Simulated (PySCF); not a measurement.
# CsAl and its ions

r²SCAN; PySCF, scalar-relativistic core potentials, basis sets Cs def2-SVPD with ECP46, Al def2-SVPD. Neutral (UKS): triplet (σ ↑, π ↑), Re = 3.737 Å, ωe = 117 cm⁻¹, De = 0.79 eV, HOMO -2.34 eV, LUMO -1.75 eV.

CsAl⁺ (UKS): doublet (σ ↑), Re = 4.403 Å, ωe = 67.4 cm⁻¹, De = 0.40 eV to Cs⁺ + Al. The energies at the minima are -262.42497 hartree for CsAl and -262.27153 for CsAl⁺.

Work out the adiabatic ionisation energy, without and with harmonic zero-point energies (1 hartree = 27.2114 eV, 1 eV = 8065.5 cm⁻¹), and the change of the bond length.

At r²SCAN: 0.15344 hartree = 4.175 eV between the minima; the zero-point term (67.4 − 117.0)/2 cm⁻¹ = -0.003 eV makes it 4.172 eV. Re changes by +66.6 pm against the neutral. The electron leaves a π orbital, and the ion is left as a loose complex of an ion and an atom.

Weak bonds: CsAl⁺. Basis-set superposition, not corrected here, can be much of De in a small basis, most of all at correlated wavefunction levels. Spin–orbit coupling is left out, which matters for elements this heavy, above all for dissociation energies. For an ion De counts to the pair picked by the measured ionisation energies or electron affinities, which need not be the lowest pair at this level. States were picked by a PBE0 search and need not be the measured ground states.
